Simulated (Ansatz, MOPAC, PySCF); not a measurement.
Dimer: HCl (SMILES Cl) (first 2 atoms) with ClH3Si (SMILES [SiH3]Cl); geometry from B3LYP-D3(BJ)/def2-TZVP, rigid monomers moved along the line of their centres of mass till H2···Cl4 is 2.84 Å.
(charge 0, multiplicity 1):
```xyz
7

Cl    -0.3135    -0.4178     0.9692
H      0.5898    -0.1007     1.8322
Si    -0.4513     0.4464     5.1448
Cl     1.4995     0.5829     4.4297
H     -0.9236    -0.9293     4.9120
H     -1.2714     1.4265     4.4120
H     -0.4106     0.7582     6.5855
```

Counterpoise-corrected where a basis set is named; no monomer relaxation. Rows marked so take none.

Frozen-core correlation. CBS(a, b) extrapolates the correlation energy as X⁻³ and adds the Hartree–Fock energy of set b. Rows in 6-311+G**, 6-31G*, STO-3G carry no dispersion term and start afresh at each structure (6-31G* with six Cartesian d functions). The state reached by PM6 isn't checked.

Codes used: Ansatz (a first-principles code) with Gaussian orbitals; MOPAC for PM6 (differences of heats of formation); PySCF for 6-311+G** rows, 6-31G* rows, STO-3G rows, the dispersion terms. Each number belongs to the level named beside it.

```json
[
 {"level": "PM6", "interaction energy (kJ/mol)": "-5.8"},
 {"level": "HF/STO-3G (no counterpoise)", "interaction energy (kJ/mol)": "-7.1"},
 {"level": "HF/6-31G* (no counterpoise)", "interaction energy (kJ/mol)": "-4.6"},
 {"level": "PBE/def2-TZVPPD", "interaction energy (kJ/mol)": "-7.1"},
 {"level": "B3LYP/6-31G* (no counterpoise)", "interaction energy (kJ/mol)": "-7.0"},
 {"level": "B3LYP/6-311+G** (no counterpoise)", "interaction energy (kJ/mol)": "-5.9"},
 {"level": "B3LYP-D3(BJ)/def2-TZVPPD", "interaction energy (kJ/mol)": "[?]"},
 {"level": "PBE0/def2-TZVPPD", "interaction energy (kJ/mol)": "-6.7"},
 {"level": "MP2/CBS(aug-cc-pV(D+d)Z, aug-cc-pV(T+d)Z) + ΔCCSD(T)/aug-cc-pV(D+d)Z", "interaction energy (kJ/mol)": "[?]"}
]
```

**Question.** Some entries are withheld; supply them.

**Answer.** 
- B3LYP-D3(BJ)/def2-TZVPPD, interaction energy (kJ/mol): -10.8
- MP2/CBS(aug-cc-pV(D+d)Z, aug-cc-pV(T+d)Z) + ΔCCSD(T)/aug-cc-pV(D+d)Z, interaction energy (kJ/mol): -9.3
